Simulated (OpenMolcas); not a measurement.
# Ni2+, Pd2+, Pt2+: d⁸ down the group

```yaml
Program: OpenMolcas
Method: CASSCF
Basis: ANO-R2
Scalar_Hamiltonian: X2C, finite nucleus
Spin-orbit_coupling: RASSI with atomic mean-field integrals over the reference wave functions, term energies averaged over their components
```

Active space for each ion: 8 electrons in 5 orbitals (d).

Computed levels in cm-1 above ³F₄:

| Level | Ni2+ | Pd2+ | Pt2+ |
| --- | --- | --- | --- |
| ³F₃ | 1358 | 3120 | 9867 |
| ³P₂ | 20767 | 17779 | 17550 |
| ³P₁ | 21156 | 17435 | 22838 |
| ³P₀ | 21491 | 18188 | 21038 |
| ¹G₄ | 26613 | 21550 | 25841 |
| weight of ³F in the lowest level (%) | 100 | 100 | 97 |

Mixed levels, with the weight of the term that names them: Pd2+ ³P₂ (57 %), Pt2+ ³P₂ (54 %).

Measured, with the error of the calculation in %. Measured levels: Ni2+ from Corliss and Sugar, J. Phys. Chem. Ref. Data 10, 197 (1981); Pd2+ from Moore, Atomic Energy Levels, vol. III, NSRDS-NBS 35 (1971 reprint of NBS Circular 467, 1958); Pt2+ from NIST levels as listed in McCann et al., Mon. Not. R. Astron. Soc. 538, 537 (2025).

```
Level           Ni2+           Pd2+           Pt2+
  ³F₃    1361 (-0.2)    3230 (-3.4)    9752 (+1.2)
  ³P₂  16662 (+24.6)  14634 (+21.5)               
  ³P₁  16978 (+24.6)  13470 (+29.4)  16782 (+36.1)
  ³P₀  17231 (+24.7)  13699 (+32.8)  14939 (+40.8)
  ¹G₄  23109 (+15.2)  17880 (+20.5)  21331 (+21.1)
```

The fine-structure level ³F₃ changes by a factor of 7.27 from Ni2+ to Pt2+.

Without spin-orbit coupling ³P lies 19798, 14315, 12971 cm-1 above ³F in that order; the difference to the level ³P₂, of either sign, comes from spin-orbit coupling, which also lowers the zero.

Without dynamic correlation excited terms often stand tens of per cent too high (terms of higher spin than the ground term too low), and those without a measured partner can miss by more than the paired ones. Terms from blocks run as CI alone lack orbitals of their own. Levels of configurations with an s electron are missing; early in the row they begin among the upper levels of the d shell and mix with terms of their name (holds for Pd2+). Configurations with an s electron lie low in 5d ions of this charge, fall among these levels and mix in, so low-spin terms can stand far too high, up to twice their true height, and weights are not those of the real levels (holds for Pt2+). Measured partners are found by configuration, term and J. A level has none where our copy of the source lacks it or the pairing is in doubt (some pairs that miss far off the trend of their configuration count as doubtful), and it then counts in no deviation. Only configurations of the active space appear.
